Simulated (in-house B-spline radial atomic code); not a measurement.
**Ionising Li with different functionals**

Computed with an all-electron radial atomic-structure program (B-spline basis): scalar-relativistic (spin-free X2C) Hamiltonian, Fermi nucleus of rms radius 2.444 fm, spin-polarised at highest spin, spherical fractional occupations for the functionals, and exact exchange of hybrids averaged over the configuration. The ionisation energy is the difference of two self-consistent energies, [He] 2s1 → 1s2, without Breit or QED terms; ε is the level of the shell that loses the electron (its least bound occupied spin orbital).

```tsv
method	rung	ΔSCF (eV)	-ε(2s) (eV)
PBE0	global hybrid	5.57	3.83
B3LYP	global hybrid	5.63	3.65
TPSSh	global hybrid	5.50	3.44
BHandHLYP	global hybrid	?	?
r2SCAN0	global hybrid	5.42	3.81
B97-1	global hybrid	5.48	3.62
HSE06	range-separated hybrid	?	?
wB97X	range-separated hybrid	5.32	5.31
CAM-B3LYP	range-separated hybrid	5.60	4.65
LC-wPBE	range-separated hybrid	5.58	5.60
```

Q: What does HSE06 give?

A: ΔSCF 5.56 eV, and -ε(2s) = 3.46 eV.

Q: What does BHandHLYP give?

A: ΔSCF 5.52 eV, and -ε(2s) = 4.24 eV.

Q: Among the functionals, which spreads more, the ΔSCF values or the orbital energies?

A: The orbital energies: ΔSCF values span about 0.31 eV and the orbital energies 2.17 eV; here energy differences depend much less on the functional than eigenvalues do.

Q: How do they compare with the NIST value?

A: NIST lists 5.392 eV (measured, ground level to ground level). Errors run from -0.07 to +0.24 eV; r2SCAN0 is closest (+0.02 eV), but part of that can be cancellation, since the calculations leave out Breit-QED terms.
